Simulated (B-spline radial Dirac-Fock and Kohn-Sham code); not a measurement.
## Isotope-shift constants of the inner levels of Sm

System: atomic samarium, [Xe] 4f6 6s2.

Level of theory: first-order field-shift and mass-shift constants from Dirac-Fock ground and hole states with a Fermi nucleus; the mass shift has no relativistic recoil terms; an atomic code on a B-spline grid. A binding energy shifts by δE = F·δ⟨r²⟩ + (K_N + K_S)·δ(1/M); F is taken for a change of radius at fixed skin thickness and so holds the higher radial moments.

| level | F (meV/fm²) |
| --- | --- |
| K (1s) | -267.2 |
| L1 (2s) | -34.12 |
| L2 (2p1/2) | 0.5528 |
| L3 (2p3/2) | 1.698 |
| M1 (3s) | -7.225 |
| M2 (3p1/2) | 0.1836 |
| M3 (3p3/2) | 0.4621 |
| M4 (3d3/2) | 0.4245 |
| M5 (3d5/2) | 0.4110 |

The mass shift is not given and not included below: at this Z its relativistic corrections are large. It matters little for K lines but can be comparable with the field shift of L lines.

Field shifts alone in meV from A = 152 (mass 151.9197 u, rms radius 5.0819 fm); radii from Angeli and Marinova (2013).

```tsv
A	mass (u)	radius (fm)	Kα1	Kα2	Kβ1	Lα1
138	137.9232	4.9599	+329.4	+328.0	+327.9	-1.6
139	138.9223	4.9556	+340.8	+339.4	+339.3	-1.6
140	139.9190	4.9565	+338.4	+337.0	+336.9	-1.6
142	141.9152	4.9518	?	?	?	?
144	143.9120	4.9524	+349.4	+347.9	+347.8	-1.7
147	146.9149	4.9892	+251.0	+249.9	+249.9	-1.2
149	148.9172	5.0134	+185.9	+185.1	+185.1	-0.9
151	150.9199	5.055	+73.3	+73.0	+73.0	-0.4
153	152.9221	5.0925	-29.0	-28.9	-28.9	+0.1
154	153.9222	5.1053	-64.1	-63.8	-63.8	+0.3
```

Q: What are the shifts for A = 142?

A: Kα1 +351.0 meV; Kα2 +349.5 meV; Kβ1 +349.4 meV; Lα1 -1.7 meV.

Values without a named source are computed, but for edge energies of neutral atoms, which are taken from tables.
